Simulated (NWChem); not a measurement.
Molecule: C$_{2}$H$_{3}$F$_{2}$NSi; SMILES N#CC(F)(F)[SiH3]

```xyz
9

N     -1.0124    -2.3358     0.0000
C     -0.3618    -1.3754     0.0000
C      0.3651    -0.0896     0.0000
F      1.1758    -0.0527    -1.1090
F      1.1758    -0.0527     1.1090
Si    -0.7847     1.4712     0.0000
H     -1.6175     1.4261    -1.2237
H      0.1224     2.6410     0.0000
H     -1.6175     1.4261     1.2237
```
Atoms are numbered in this order, from 1.

Computed with NWChem. Medium grid unless said otherwise, to which SCAN and Minnesota functionals are sensitive. The geometry was optimised at B3LYP/6-31G* (spherical d).

Task: Estimate the computed values for M06-2X/def2-TZVP. Quantities: highest occupied level (eV); orbital gap (eV); dipole (D).

Result: 
```
Property                      Value
---------------------------  ------
highest occupied level (eV)  -11.01
orbital gap (eV)              11.03
dipole (D)                     3.37
```
